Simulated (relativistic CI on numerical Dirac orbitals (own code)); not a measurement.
## Hyperfine structure of Mo¹⁰⁺, mass number 97

Computed by Dirac-Coulomb-Breit CI, orbitals from a KLI potential per configuration, QED by a radiative potential, unscaled Slater integrals (own radial code, finite nucleus).

CI space (outside the closed core [Ar] 3d10): 4s2.4p2, 4s.4p3, 4p4, 4s2.4p.4d, 4s.4p2.4d, 4s2.4p.4f, 4s.4p2.4f, 4p3.4d, 4s2.4p.5s, 4s.4p.4d2, 4s2.4p.5p, 4s2.4d.4f, 4s2.4d2, 4s.4d3, 4s.4d2.4f, 4p2.4d2, 4p.4d3, 4p.4d2.4f, 4p.4d2.5s, 4s2.4f2, 4s.4d.4f2, 4s.4f3, 4s2.4d.5s, 4s.4d2.5s, 4s.4d.4f.5s. Double excitations out of closed p, d and f shells are left out; levels of such configurations are missing from the list, as are those of other unlisted configurations, and high levels can miss mixing partners. These lack a partner that the ground configuration has and come out too high: 4s2.4p.5p.

Nuclear spin I = 5/2, μ = -0.9324 μN, Q = 0.255 b (tables of Stone and Pyykkö). The electronic factors are computed for point nuclear moments, without core polarisation or the Bohr-Weisskopf and QED corrections.

```csv
Level,E (cm⁻¹),A (MHz),B (MHz)
4s2.4p2 3P_1,16941.2,216.7,942
4s2.4p2 3P_2,26831.1,-2825,-400
4s2.4p2 1D_2,54692.8,-1974,2260
4s.4p3 5S°_2,194125.0,-7936,38
4s.4p3 3D°_1,247758.4,4695,1230
4s.4p3 3D°_2,248544.1,-4997,2110
4s.4p3 3D°_3,255163.8,-7195,-146
4s.4p3 3P°_1,285705.1,-9371,-1280
```

Levels with J = 0, under 50 % of one LS term, or S terms without an open s electron are left out. Small factors come from cancelling terms and can be off by tens of per cent or more.

At this charge energies of transitions that change n are usually good to better than 1 %, and those within a shell (Δn = 0) to a few per cent.

(1) Give the hyperfine levels of 4s2.4p2 3P_2 relative to its centre of gravity.

Answers

(1) With K = F(F + 1) − I(I + 1) − J(J + 1), E = AK/2 + B[¾K(K + 1) − I(I + 1)J(J + 1)]/[2I(2I − 1)J(2J − 1)]: F = 1/2: 19500, F = 3/2: 15440, F = 5/2: 8576, F = 7/2: -1243, F = 9/2: -14230 MHz.

LS names give the leading component of a level, which can be under half, so a name can repeat, a term be missing and a line seem to break the LS rules.
